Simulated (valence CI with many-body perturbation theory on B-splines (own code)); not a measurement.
# E1 transitions of Cd XVI

Calculated by configuration interaction combined with many-body perturbation theory (CI+MBPT): five valence electrons over a frozen Dirac-Fock core [Ar] 3d10, a basis of 9 s, 9 p, 8 d, 6 f, 3 g, 1 h functions for each j, with the one-electron correlation potential Σ1, the two-electron term Σ2, the three-electron term Σ3, Breit, model QED; selected CI, second order for the rest (own B-spline code, finite nucleus).

No measured levels were compared; by estimate levels hold to about 250 cm⁻¹ or 0.2 % of their energy and the worst to 1 %, as in measured heavy ions of charge 2 to 7; those with d or f electrons hold less well. Among the levels kept, up to 320 cm⁻¹ of a level comes from second order outside the variational space, and about a tenth of that is noise between levels of different J, which matters for small intervals.

Lines 101 to 150 of 179 in falling wavelength, among levels below 869130 cm⁻¹, chosen from the strongest by gf and those to the six lowest levels. Wavelengths and rates use the calculated energies, so an error of 1000 cm⁻¹ moves a line at 196.8 Å by 0.2 % and its rate by three times that or more. Electric multipoles are in the length gauge, E1 and E2 with the static RPA response of the core. Weak lines are less certain than strong ones. Lines between different terms over intervals too small for the method are left out, as are lines whose strength nearly cancels.

Names give the largest LS component (configuration and term), which can be under half, so a name can repeat, a term be missing and a line seem to break the LS rules; names also repeat where a configuration has a term twice. Letters in brackets count levels of one name in rising energy.

| λ vac (Å) | Upper | Lower | A (s⁻¹) | S (a.u.) |
| --- | --- | --- | --- | --- |
| 196.8 | 4s²4p²4d ⁴D_3/2 | 4s²4p³ ²D°_5/2 | 1.36e+10 | 2.04e-01 |
| 196.1 | 4s²4p²4d ²F_7/2 [a] | 4s²4p³ ²D°_5/2 | 2.51e+08 | 7.46e-03 |
| 194.5 | 4s²4p²4d ²F_5/2 [a] | 4s²4p³ ²D°_3/2 | 8.99e+07 | 1.96e-03 |
| 194.2 | 4s²4p²4d ²D_3/2 [a] | 4s²4p³ ²P°_3/2 | 1.49e+08 | 2.15e-03 |
| 193.7 | 4s²4p²4d ²P_3/2 [a] | 4s²4p³ ²P°_1/2 | 2.18e+09 | 3.12e-02 |
| 191.2 | 4s²4p²4d ²P_1/2 [a] | 4s²4p³ ²P°_3/2 | 1.68e+10 | 1.16e-01 |
| 190.5 | 4s²4p²4d ⁴F_3/2 | 4s²4p³ ⁴S°_3/2 | 7.12e+09 | 9.72e-02 |
| 190.4 | 4s²4p²4d ⁴D_1/2 | 4s²4p³ ²D°_3/2 | 1.14e+10 | 7.79e-02 |
| 190.1 | 4s²4p²4d ⁴D_3/2 | 4s²4p³ ²D°_3/2 | 3.18e+08 | 4.32e-03 |
| 189.0 | 4s²4p²4d ⁴D_5/2 | 4s²4p³ ²D°_5/2 | 4.98e+09 | 9.97e-02 |
| 187.9 | 4s²4p²4d ²D_5/2 [a] | 4s²4p³ ²P°_3/2 | 3.78e+09 | 7.43e-02 |
| 184.7 | 4s²4p²4d ⁴F_5/2 | 4s²4p³ ⁴S°_3/2 | 9.32e+09 | 1.74e-01 |
| 184.2 | 4s²4p²4d ²P_3/2 [a] | 4s²4p³ ²D°_5/2 | 3.88e+10 | 4.78e-01 |
| 182.9 | 4s²4p²4d ⁴D_5/2 | 4s²4p³ ²D°_3/2 | 5.07e+09 | 9.20e-02 |
| 182.9 | 4s²4p²4d ⁴P_3/2 | 4s²4p³ ²P°_1/2 | 2.81e+08 | 3.39e-03 |
| 182.6 | 4s²4p²4d ²P_1/2 [b] | 4s²4p³ ²P°_3/2 | 1.73e+06 | 1.04e-05 |
| 182.5 | 4s²4p²4d ⁴P_1/2 | 4s²4p³ ²P°_1/2 | 6.37e+09 | 3.82e-02 |
| 182.0 | 4s²4p²4d ²D_3/2 [b] | 4s²4p³ ²P°_3/2 | 8.88e+08 | 1.06e-02 |
| 181.3 | 4s4p⁴ ²P_1/2 | 4s²4p³ ⁴S°_3/2 | 5.36e+06 | 3.15e-05 |
| 179.4 | 4s²4p²4d ²G_7/2 | 4s²4p³ ²D°_5/2 | 1.14e+10 | 2.59e-01 |
| 179.4 | 4s²4p²4d ²F_5/2 [b] | 4s²4p³ ²P°_3/2 | 5.79e+09 | 9.90e-02 |
| 178.4 | 4s²4p²4d ²P_3/2 [a] | 4s²4p³ ²D°_3/2 | 4.39e+10 | 4.92e-01 |
| 177.9 | 4s²4p²4d ²D_3/2 [a] | 4s²4p³ ²P°_1/2 | 1.41e+10 | 1.57e-01 |
| 176.9 | 4s²4p²4d ²F_5/2 [a] | 4s²4p³ ⁴S°_3/2 | 1.34e+09 | 2.20e-02 |
| 176.3 | 4s²4p²4d ²D_5/2 [b] | 4s²4p³ ²P°_3/2 | 1.18e+09 | 1.91e-02 |
| 176.1 | 4s²4p²4d ⁴P_5/2 | 4s²4p³ ²D°_5/2 | 2.20e+10 | 3.56e-01 |
| 175.3 | 4s²4p²4d ²P_1/2 [a] | 4s²4p³ ²P°_1/2 | 4.51e+10 | 2.40e-01 |
| 174.4 | 4s²4p²4d ⁴P_3/2 | 4s²4p³ ²D°_5/2 | 1.99e+10 | 2.08e-01 |
| 173.5 | 4s²4p²4d ⁴D_1/2 | 4s²4p³ ⁴S°_3/2 | 4.83e+06 | 2.49e-05 |
| 173.3 | 4s²4p²4d ⁴D_3/2 | 4s²4p³ ⁴S°_3/2 | 9.26e+09 | 9.52e-02 |
| 172.9 | 4s²4p²4d ²F_7/2 [b] | 4s²4p³ ²D°_5/2 | 3.41e+09 | 6.95e-02 |
| 171.0 | 4s²4p²4d ²S_1/2 | 4s²4p³ ²P°_3/2 | 1.38e+11 | 6.78e-01 |
| 170.8 | 4s²4p²4d ⁴P_5/2 | 4s²4p³ ²D°_3/2 | 2.32e+10 | 3.43e-01 |
| 170.5 | 4s²4p²4d ²P_3/2 [b] | 4s²4p³ ²P°_3/2 | 7.34e+10 | 7.18e-01 |
| 169.8 | 4s²4p²4d ²D_3/2 [a] | 4s²4p³ ²D°_5/2 | 2.78e+09 | 2.69e-02 |
| 169.2 | 4s²4p²4d ⁴P_3/2 | 4s²4p³ ²D°_3/2 | 5.82e+09 | 5.57e-02 |
| 168.8 | 4s²4p²4d ⁴P_1/2 | 4s²4p³ ²D°_3/2 | 1.57e+07 | 7.45e-05 |
| 168.1 | 4s²4p²4d ²P_1/2 [b] | 4s²4p³ ²P°_1/2 | 1.12e+11 | 5.27e-01 |
| 167.6 | 4s²4p²4d ²D_3/2 [b] | 4s²4p³ ²P°_1/2 | 1.84e+10 | 1.71e-01 |
| 167.3 | 4s²4p²4d ⁴D_5/2 | 4s²4p³ ⁴S°_3/2 | 1.03e+10 | 1.43e-01 |
| 165.0 | 4s²4p²4d ²D_5/2 [a] | 4s²4p³ ²D°_5/2 | 8.18e+10 | 1.09e+00 |
| 164.9 | 4s²4p²4d ²D_3/2 [a] | 4s²4p³ ²D°_3/2 | 3.57e+09 | 3.16e-02 |
| 163.5 | 4s²4p²4d ²P_3/2 [a] | 4s²4p³ ⁴S°_3/2 | 2.14e+10 | 1.84e-01 |
| 162.8 | 4s²4p²4d ²D_3/2 [c] | 4s²4p³ ²P°_3/2 | 1.01e+11 | 8.62e-01 |
| 162.6 | 4s²4p²4d ²P_1/2 [a] | 4s²4p³ ²D°_3/2 | 7.94e+10 | 3.37e-01 |
| 160.8 | 4s²4p²4d ²D_5/2 [c] | 4s²4p³ ²P°_3/2 | 2.44e+11 | 3.00e+00 |
| 160.4 | 4s²4p²4d ²D_3/2 [b] | 4s²4p³ ²D°_5/2 | 3.69e+10 | 3.01e-01 |
| 160.3 | 4s²4p²4d ²D_5/2 [a] | 4s²4p³ ²D°_3/2 | 6.24e+10 | 7.61e-01 |
| 158.3 | 4s²4p²4d ²F_5/2 [b] | 4s²4p³ ²D°_5/2 | 6.74e+10 | 7.92e-01 |
| 158.1 | 4s²4p²4d ²S_1/2 | 4s²4p³ ²P°_1/2 | 9.69e+08 | 3.78e-03 |
